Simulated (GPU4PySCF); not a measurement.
Pt(Cl)2(bpy) (C10H8Cl2N2Pt), SMILES c1c2-c3[n](->[Pt]([Cl])([Cl])<-[n]2ccc1)cccc3, multiplicity 1.

Geometry optimised at B3LYP-D3(BJ)/def2-TZVP. The spin state was assumed, not searched. The isomer is the one that the SMILES or the coordinates give; other isomers of the formula were not compared. The def2 effective core potentials stand for the cores of Pt; spin–orbit coupling is left out. Other conformers were not sampled.

Two levels are set side by side: PBE/def2-TZVPD (GPU4PySCF) and ωB97X-V/def2-TZVPD (GPU4PySCF). Same geometry, gas phase. Differences are taken from unrounded values.

| quantity | ωB97X-V | PBE | PBE minus ωB97X-V |
|---|---|---|---|
| orbital gap (eV) | 7.36 | 1.50 | -5.86 |
| highest occupied level (eV) | -8.53 | -5.15 | 3.38 |
| lowest empty level (eV) | -1.17 | -3.66 | -2.49 |
| dipole moment (D) | 14.11 | 12.00 | -2.11 |
| mean polarisability (bohr³) | 202.8 | 230.0 | 27.2 |

PBE's occupied levels lie high since its potential decays too fast outside the molecule; exact exchange lowers them and widens the gap. Loosely held outer electrons make PBE densities more polarisable. Differences between two approximate levels are no errors against the true value.
